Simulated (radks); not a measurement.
Task: These are the eigenvalues of the occupied orbitals of an atom or ion with whole-number occupations (eV). Method: scalar-relativistic Kohn-Sham, PBEsol, spin-polarised, spherical densities, finite nucleus; Fermi nuclear charge, rms radius of each element as measured or else 0.836 A^(1/3) + 0.57 fm; computed with a radial shooting solver on a logarithmic mesh with Libxc functionals.

1s up: -30304.87
1s down: -30304.84
2s up: -4625.948
2s down: -4625.937
2p up: -4155.558
2p down: -4155.536
3s up: -920.0327
3s down: -920.0079
3p up: -766.6860
3p down: -766.6579
3d up: -532.4473
3d down: -532.4217
4s up: -165.1567
4s down: -165.0997
4p up: -118.1701
4p down: -118.1060
4d up: -49.9448
4d down: -49.8026
5s up: -28.0330
5s down: -27.0760
5p up: -18.7332
6f up: -1.4511

Which element is it, and in what charge state? The configuration may be excited. Open shells, if any, are filled with parallel spins first.

Result: Z = 51, antimony, charge +1: Sb+ in [Kr] 4d10 5s2 5p1 6f1. The list shows which subshells hold electrons but not how many an open one holds; the 1s level, -1113.7 hartree, gives Z - s = 47.2 by -(Z - s)^2/2, which with screening and relativity narrows Z to a few neighbours, and the depths of the outer levels then fix element, charge and occupations together.
